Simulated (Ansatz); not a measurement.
Two structures of BSiH$_{5}$Cl$_{2}$, closed shell, reached by relaxing down either side of one saddle point (PBE0-D4/def2-TZVP). Energies are electronic, without zero-point energy. Ansatz 0.2.0; basis: def2-TZVPP and def2-QZVPP; cores frozen in the correlated methods. Extrapolation: Hartree–Fock as exp(−7.88 √X), correlation as X^−2.97. First:

```xyz
9
angstrom
B 0.1517 -0.0440 -1.1828
Si 1.0705 0.2307 0.5937
Cl 0.0413 -1.6331 -1.8933
Cl -0.5061 1.3075 -2.0677
H -2.2935 -0.7489 0.7688
H -2.4335 -0.0179 0.7064
H 2.5168 0.4659 0.3251
H 0.5174 1.4155 1.2992
H 0.9352 -0.9757 1.4505
```

Second:

```
9
angstrom
B -1.3717 -0.3144 -1.6003
Si 1.0161 0.2402 1.3414
Cl -0.3936 -1.6934 -1.9913
Cl -0.9239 1.2696 -2.1490
H -0.4249 -0.0036 1.0680
H -2.3645 -0.4585 -0.9669
H 1.7506 0.3225 0.0551
H 1.1600 1.5161 2.0861
H 1.5518 -0.8785 2.1567
```

Q: Which bonds change from the first to the second?

A: BSiH₃Cl₂ ([SiH3][B]([Cl])[Cl]) + H₂ → BHCl₂ ([Cl][BH][Cl]) + SiH₄; bonds formed: B1–H6, Si2–H5; bonds broken: B1–Si2, H5–H6.

Q: Give the saddle point's structure and its height above each. (Judge from chemistry; the value comes from the calculation.)

A: The calculation gives: 23.04 kcal/mol above the first and 32.35 kcal/mol above the second (CCSD(T) at an estimated basis limit (MP2 extrapolated from triple and quadruple zeta, plus CCSD(T) − MP2 in triple zeta)).
B1  (-0.616, -0.140, -0.744)
Si2  (0.840, 0.180, 0.756)
Cl3  (-0.177, -1.695, -1.543)
Cl4  (-0.721, 1.399, -1.674)
H5  (-1.113, -0.179, 0.412)
H6  (-1.827, -0.335, -0.301)
H7  (2.023, 0.346, -0.119)
H8  (0.587, 1.410, 1.550)
H9  (1.004, -0.986, 1.661)
(Å)

T1 diagnostic: at most 0.013. The end structure is not quite a true minimum (one mode of 30i cm⁻¹).

Labels in which every atom is bracketed show which atoms are joined, not bond orders.

For scale, one of the runs: CCSD(T)/def2-TZVPP, 227 basis functions (an equivalent command: `ansatz run in.yaml --threads 4`). Hardware: 4 CPU threads, shared host. Wall time 74 s; peak host memory 3.4 GiB.
